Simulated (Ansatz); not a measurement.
The first iterations of a band of AlF2H3OS (8 atoms, charge 0, multiplicity 1).

Method: Ansatz, RHF/6-31G*.

```
movable images  : 4
climbing image  : no
spring          : 5.0 eV/Å²
optimiser       : quadratic models (default)
start path      : through a guess of the saddle point
force threshold : 0.03 eV/Å
iteration limit : 60
end points      : relaxed
```

Image 0:

```xyz
8
Properties=species:S:1:pos:R:3
Al -0.022 0.052 0.415
O -0.527 -0.798 1.793
H -1.335 -1.283 1.849
F 1.581 0.070 0.057
F -1.049 0.236 -0.855
S -0.138 2.376 1.408
H 0.736 3.037 0.663
H 0.686 2.183 2.429
```

Image 5:

```xyz
8
Properties=species:S:1:pos:R:3
Al 0.070 0.639 0.240
O -0.239 -0.181 2.009
H -0.917 -0.852 2.008
F 1.561 0.100 -0.183
F -1.223 -0.119 -0.447
S -0.116 2.795 0.713
H 1.184 3.069 0.689
H -0.388 0.421 2.733
```

| iteration | highest image above the first end (eV) | largest band force component (eV/Å) |
| --- | --- | --- |
| 1 | 14.163 | 66.019 |
| 2 | 7.008 | 37.281 |
| 3 | 2.533 | 17.703 |
| 4 | 0.884 | 8.138 |
| 5 | 0.924 | 2.821 |
| 6 | 1.092 | 1.773 |
| 7 | 0.972 | 1.177 |
| 8 | 0.886 | 0.687 |
| 9 | 0.813 | 0.430 |
| 10 | 0.751 | 0.310 |
| 11 | 0.743 | 0.236 |
| 12 | 0.791 | 0.228 |

Does the band converge within its limit, and where does its top end?

The forces met the threshold. It ended after 38 iterations with the highest image 0.848 eV above the first end. No image climbed, so the highest image needn't sit at the top of the path. The orbitals stay closed-shell, which can raise the energy where a bond breaks towards radicals; this wasn't checked here.

Run time: 4.3 min on 1 thread of Arm Neoverse V1, on a shared host, peak memory 0.16 GiB.
